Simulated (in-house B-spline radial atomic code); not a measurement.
RPA and G0W0 on BHandHLYP: the boron ion B⁺

Configuration [He] 2s2, mean-field start BHandHLYP. Computed with a B-spline radial code for spherical atoms: all electrons, non-relativistic, point nucleus, each spin shell either full or empty, empty states to l = 9 with an (l + 1/2)⁻⁴ tail; G0W0 by contour deformation at full frequency.

Command:
```bash
python run_gw.py task.json out
```
Settings (radii: box in bohr, nucleus in fm):
```
Z                        5
electrons                4
configuration            [He] 2s2
hamiltonian              nr
method                   bhandhlyp
lmax                     9
spin_polarised           False
box_radius               23.78
intervals                46
ion_configuration        [He] 2s1
```

Run time, properties included: 1.6 s on 1 thread of Arm Neoverse N1 (shared host).

Energies (hartree):

| term | value |
| --- | --- |
| mean-field total | -24.33982 |
| Hartree-Fock functional on these orbitals | -24.23670 |
| direct second order | -0.20605 |
| second-order exchange | 0.10079 |
| SOSEX correction | 0.084163 |

Task: What is the RPA correlation energy, and what remains with SOSEX?

Result: RPA gives -0.17193 hartree (-1.17 eV per electron); RPA + SOSEX gives -0.08777, and the second-order doubles -0.10526 hartree (no singles). SOSEX takes back 49 % of the RPA value.

Quasi-particle levels (eV):

| level | occupied | mean field | Σx - vxc | Σc | QP weight | G0W0 |
| --- | --- | --- | --- | --- | --- | --- |
| 2s | yes | -21.962 | -1.77 | ? | ? | ? |
| 2p | no | -10.643 | 3.38 | -1.37 | 0.945 | -8.634 |

G0W0 = mean field + (Σx - vxc) + Σc, with Σc (partial-wave tail included) taken at the quasi-particle energy. Levels of low weight are left out.

Task: Where does G0W0 put 2s?

Result: At -25.001 eV, with Σc = -1.27 eV and a quasi-particle weight of 0.935. The tabulated removal energy is 25.155 eV (NIST, measured).

Task: What does it cost to remove one electron (to [He] 2s1) by differences of total energies, each species on its own start (correlation terms add to the Hartree-Fock functional)?

Result: BHandHLYP 24.560 eV, Hartree-Fock functional 23.438 eV, + RPA 24.996 eV, + RPA + SOSEX 24.576 eV, + second order 24.979 eV. Tabulated: 25.155 eV (NIST, measured).
